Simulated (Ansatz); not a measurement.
`[OH][Al]([Cl])[O][SiH3]` → Al• + Cl• + 4 H• + 2 O• + Si•  (atomization)

Isolated molecules relaxed with PBE0-D4/def2-TZVP in Ansatz; ΔE leaves out vibrations. CCSD(T)/CBS adds triple-zeta CCSD(T) − MP2 to the extrapolated MP2 energy (def2 sets, frozen cores). This one scheme is used for every species, atoms too. Functionals use def2-TZVPP. B3LYP here is the variant with VWN-RPA as its local correlation; programs differ in this. HSE06 is defined as in plane-wave codes. Open shells (•) are unrestricted, without spin–orbit coupling. Spin–orbit coupling would lower the free atoms: a little for Al, Cl, O, Si. Each species was taken in one conformer, which may not be the lowest.

(1) What is ΔE at CCSD(T)/CBS? (Best estimate.)

(2) What do these levels give: B97M-V, B3LYP-D4, HSE06-D4, BHLYP-D4, CAM-B3LYP-D4, ωB97M-V, PBE0, B3LYP, HSE06, HF/def2-QZVPP, HF/CBS(def2), MP2/CBS(def2)? (An estimate is asked.)

Largest T1 diagnostic among the species: 0.018.

Results:

(1) Ansatz gave: +3301.9 kJ/mol.

(2) Computed: B97M-V 3290.5, B3LYP-D4 3248.7, HSE06-D4 3216.6, BHLYP-D4 3171.8, CAM-B3LYP-D4 3280.5, ωB97M-V 3285.0, PBE0 3197.9, B3LYP 3216.7, HSE06 3200.6, HF/def2-QZVPP 2448.0, HF/CBS(def2) 2449.5, MP2/CBS(def2) 3390.3 kJ/mol.

Leaving LDA and LC-ωPBE aside and taking each functional with its dispersion term where it has one, the values spread over 118.7 kJ/mol, from BHLYP-D4 to B97M-V. LDA lies +425.3 kJ/mol from PBE without D4, its usual overbinding. At CCSD(T), def2-SVP lies −266.3 kJ/mol from the extrapolated value and def2-TZVPP −102.4 kJ/mol: correlation converges slowly with the basis, and small sets miss more of it in the bonded molecule than in its fragments. In def2-TZVPP, CCSD(T) changes the Hartree–Fock value by +761.4 kJ/mol (the triples alone add +44.1 kJ/mol) and MP2 by +849.8 kJ/mol; breaking electron pairs costs correlation energy, which Hartree–Fock lacks.

For atomizations the MP2-based limit and the directly extrapolated one differ by several kJ/mol either way, and by 10 to 25 for some Ge, Se and Sn compounds, so smaller differences from it don't rank the levels.
